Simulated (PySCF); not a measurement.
HgC at PBE0

Computed with PBE0; basis Hg cc-pVDZ-PP with ECP60, C cc-pVDZ; scalar-relativistic core potentials; PySCF 2.14.

| Quantity | Value |
| --- | --- |
| state | ³Σ⁻ (triplet), unpaired electrons π ↑↑ |
| bond length | 4.071 bohr |
| harmonic wavenumber | 372 cm⁻¹ |
| force constant | 0.926 mdyn/Å |
| rotational constant Be | 0.3207 cm⁻¹ |
| anharmonicity ωexe | 6.32 cm⁻¹ |
| vibration–rotation constant αe | 0.00560 cm⁻¹ |
| well depth De to Hg + C | 0.72 eV |
| dissociation energy D0 | 0.70 eV |
| bond order (Mayer) | 1.15 |
| dipole moment (positive dipole means Hg(−)C(+)) | -2.38 D |

Spin–orbit coupling is left out, which matters for elements this heavy, above all for dissociation energies. The state is the lowest determinant that a PBE0 search found; another state may lie lower at other levels.
